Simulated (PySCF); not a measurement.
A calculated (M06, PySCF 2.14, x2c-TZVPPall, scalar relativity by spin-free X2C-1e) atom or ion has these occupied shells.

```csv
shell,electrons,orbital energy (eV),"rms radius, mean of both spins (bohr)"
1s α,1,-4909.3,0.0804
1s β,1,-4909.2,0.0804
2s α,1,-560.32,0.352
2s β,1,-560.02,0.352
2p α,3,-463.74,0.322
2p β,3,-463.42,0.322
3s α,1,-73.910,1.07
3s β,1,-72.906,1.07
3p α,3,-48.173,1.16
3p β,3,-47.060,1.16
3d α,1,-11.283,1.56
4s α,1,-7.015,3.38
4s β,1,-6.377,3.38
4p α,1,-3.192,4.15
```

Q: Name the element and its charge.

A: Ti (titanium, neutral), in [Ar] 3d1 4s2 4p1, one real determinant (an excited configuration).
